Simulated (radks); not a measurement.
Question: Isoelectronic series with 26 electrons, all held in the configuration [Ar] 3d6 4s2, which need not be the ground one along the series. All-electron calculation, scalar-relativistic Kohn-Sham, PBE, spin-polarised, spherical densities, point nucleus; open shells are filled with parallel spins first (spin-orbit coupling, left out, can overturn this in heavy ions). Program: a radial shooting solver on a logarithmic mesh with Libxc functionals. Total energies (hartree) and mean radii <r> (bohr):

| ion | E (hartree) | 4s down | 3d down | 4s up | 3d up |
|---|---|---|---|---|---|
| Fe | -1272.58556 | 3.108 | 1.220 | 2.919 | 1.111 |
| Co+ | -1392.74525 | 2.540 | 1.006 | 2.448 | 0.9585 |
| Ni2+ | -1518.91020 | 2.195 | 0.8817 | 2.138 | 0.8526 |
| Cu3+ | -1651.06547 | 1.952 | 0.7931 | 1.912 | 0.7727 |
| Zn4+ | -1789.21031 | 1.766 | 0.7246 | 1.737 | 0.7093 |
| Ga5+ | -1933.35160 | 1.619 | 0.6692 | 1.596 | 0.6571 |
| As7+ | -2239.67342 | 1.394 | 0.5835 | 1.379 | 0.5752 |
| Se8+ | -2401.88636 | 1.306 | 0.5493 | 1.294 | 0.5422 |
| Br9+ | -2570.15933 | 1.230 | 0.5192 | 1.219 | 0.5132 |
| Kr10+ | -2744.51357 | 1.162 | 0.4926 | 1.153 | 0.4873 |
| Rb11+ | -2924.97193 | 1.102 | 0.4687 | 1.094 | 0.4641 |
| Sr12+ | -3111.55867 | 1.048 | 0.4472 | 1.041 | 0.4431 |
| Zr14+ | -3503.22117 | 0.9558 | 0.4100 | 0.9500 | 0.4066 |

Estimate the row of Ge6+.

Answer: E (hartree) -2083.50099; 4s down 1.497; 3d down 0.6229; 4s up 1.479; 3d up 0.6131.
